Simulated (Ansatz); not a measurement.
Ideal-gas functions of `BrC1BB1` at 800 K and 1 bar, from an Ansatz frequency run at PBE0-D4/def2-TZVP.

Molar mass 116.56 g/mol, point group Cs (symmetry number 1), electronic degeneracy 1, moments of inertia 21.342, 207.471, 228.813 u Å². Harmonic wavenumbers (cm⁻¹, unscaled): 178, 234, 393, 519, 723, 764, 828, 841, 934, 1031, 1355, 1611, 2646, 2716, 2783.

Use S(trans) = R[1.5 ln M + 2.5 ln T − 1.1517]; rotational temperatures θ = 24.2544 K / I; S(rot) = R[ln(√π/σ · √(T³/θAθBθC)) + 1.5]; for each mode x = 1.438777 ν̃/T, S = R[x/(eˣ − 1) − ln(1 − e⁻ˣ)] and H = RT x/(eˣ − 1); 1 cm⁻¹ = 0.0119627 kJ/mol; R = 8.31446 J/(mol·K).

Problem. By hand: the entropy, in J/(mol·K).

Solution. Translation 188.7. Rotation: θ = 1.1365, 0.1169, 0.106 K, giving 118.3. Vibration, mode by mode: 17.82, 15.57, 11.37, 9.18, 6.69, 6.30, 5.73, 5.62, 4.92, 4.28, 2.70, 1.88, 0.41, 0.37, 0.34, in all 93.2. Electronic 0.0. Sum 400.2 J/(mol·K).

Problem. By hand: H − E and G − E in kJ/mol, counted from the electronic energy.

Solution. Zero-point energy ½ × 17556 × 0.0119627 = 105.0; thermal vibration 39.9; translation, rotation and pV give 4 RT = 26.6. H − E = 171.5 kJ/mol, and G − E = 171.5 − 800 × 400.2/1000 = -148.7 kJ/mol.

Vibration gives 23 % of the entropy.
